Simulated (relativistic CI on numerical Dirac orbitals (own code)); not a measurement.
**Fe⁷⁺ (3d) in a crystal field**

Calculated by Dirac-Coulomb-Breit CI, KLI orbitals optimised for each configuration, QED by a radiative potential, valence Slater integrals scaled by 0.65, one configuration in a parametric crystal field (own radial code).

Field parameters in Wybourne normalisation: Oh B⁴₀ = 21Dq, B⁴₄ = √(5/14) B⁴₀. The field is a parameter set, without covalency.

S is read from ⟨S²⟩ = S(S + 1).

Site symmetry Oh; labels are those of the double group. Computed levels in cm⁻¹ above the lowest, in rising order:

```csv
Δ (size of 10Dq),Lowest,No. 2,No. 3
5900,Γ8,1195 Γ7,6499 Γ8
10600,Γ8,1144 Γ7,11098 Γ8
15300,Γ8,1123 Γ7,15756 Γ8
20000,Γ8,1112 Γ7,20434 Γ8
24700,Γ8,1105 Γ7,25119 Γ8
29400,Γ8,1100 Γ7,29810 Γ8
34100,Γ8,1097 Γ7,34503 Γ8
38800,Γ8,1094 Γ7,39197 Γ8
43500,Γ8,1092 Γ7,43893 Γ8
```

Ground-state S against |10Dq| in cm⁻¹: 5900: 0.50, 10600: 0.50, 15300: 0.50, 20000: 0.50, 24700: 0.50, 29400: 0.50, 34100: 0.50, 38800: 0.50, 43500: 0.50.

No abrupt spin change occurs in this range.
